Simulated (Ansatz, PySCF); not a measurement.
CH3BrFIn, SMILES [Br][In]([F])[CH3].

Coordinates come from a PBE0-D3(BJ)/def2-SVP optimisation. The def2 effective core potentials stand for the cores of In; spin–orbit coupling is left out.

Vertical ionisation energy (IE) and electron affinity (EA) in eV. Rows of orbital energies are one-electron estimates. Where ΔSCF, EOM or ADC give a negative EA the extra electron is unbound and the value depends on the basis.

```csv
level,IE,EA
"−ε(HOMO), −ε(LUMO), CAM-B3LYP/def2-TZVP (PySCF)",9.61,0.92
"−ε(HOMO), −ε(LUMO), PBE/def2-TZVP (PySCF)",7.01,2.69
"ΔSCF, CAM-B3LYP/def2-SVPD (Ansatz), final states of multiplicity 2 and 2",___,___
"ΔSCF, PBE/def2-SVPD (Ansatz), final states of multiplicity 2 and 2",10.16,0.52
```

Task: Complete the blanks. (Estimate from the structure and the level; the computed values follow.)

Result: 
- ΔSCF, CAM-B3LYP/def2-SVPD (Ansatz, an electronic-structure program), final states of multiplicity 2 and 2, IE: 10.71
- ΔSCF, CAM-B3LYP/def2-SVPD (Ansatz), final states of multiplicity 2 and 2, EA: 0.42

Task: What vertical singlet–triplet gap does ΔSCF give with CAM-B3LYP/def2-SVPD (Ansatz) and with PBE/def2-SVPD (Ansatz)? (Estimate from the structure and the level; the computed values follow.)

Result: 4.96 and 4.37 eV (triplet above singlet where positive).
